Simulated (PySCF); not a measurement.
C3H6B2.
Cartesian coordinates in Å at the GFN2-xTB level; atoms count from 1:
```
atom  x, y, z in Å
B1    -1.5620    0.0756    0.9938
C2    -0.9339    0.4849   -0.3805
B3     0.2037   -0.5771   -0.6540
C4     1.6145   -0.2769   -0.2328
C5     2.7478   -0.0268    0.0960
H6    -1.1437    0.5245    1.9905
H7    -2.4338   -0.7044    1.0338
H8    -1.6761    0.4293   -1.1758
H9    -0.5105    1.4873   -0.3401
H10   -0.0373   -1.6012   -1.1722
H11    3.7367    0.1875    0.3852
```

PySCF, density fitting, gas phase, GFN2-xTB geometry. The standard run uses grid level 2 after a coarse-grid start, the def2-universal JK fitting basis (with tight functions added where the orbital basis needs them), an energy threshold of 1e-9 Eh and DIIS. The changed runs have no coarse-grid stage.

Q: Standard PBE0/pcSseg-1: E = -167.290456 Eh, HOMO -8.048 eV, LUMO -2.465 eV, dipole 0.925 D, 14 cycles (coarse-grid cycles included). What changes at PBE0/pcSseg-1 with: start guess atom?

A: E = -167.290456 Eh (0.000 mEh), HOMO -8.048 eV (0.000), LUMO -2.465 eV (0.000), dipole 0.925 D (0.000), 10 SCF cycles. The result matches the standard run within 0.02 mEh and 0.003 eV; such settings steer the iterations and don't enter the energy expression.

The cycles:
```
cycle   1  E = -167.0262224550  dE =  9.804e-01  |g| = 9.992e-01  |ddm| = 3.237e+00
cycle   2  E = -166.9589836516  dE =  6.724e-02  |g| = 1.071e+00  |ddm| = 1.881e+00
cycle   3  E = -167.2643121793  dE = -3.053e-01  |g| = 3.102e-01  |ddm| = 1.189e+00
cycle   4  E = -167.2887469748  dE = -2.443e-02  |g| = 8.120e-02  |ddm| = 2.483e-01
cycle   5  E = -167.2903627833  dE = -1.616e-03  |g| = 1.817e-02  |ddm| = 6.920e-02
cycle   6  E = -167.2904510643  dE = -8.828e-05  |g| = 4.277e-03  |ddm| = 2.150e-02
cycle   7  E = -167.2904556305  dE = -4.566e-06  |g| = 1.009e-03  |ddm| = 4.694e-03
cycle   8  E = -167.2904559595  dE = -3.290e-07  |g| = 1.591e-04  |ddm| = 1.187e-03
cycle   9  E = -167.2904559678  dE = -8.304e-09  |g| = 3.433e-05  |ddm| = 2.047e-04
cycle  10  E = -167.2904559684  dE = -5.819e-10  |g| = 9.166e-06  |ddm| = 5.974e-05
```
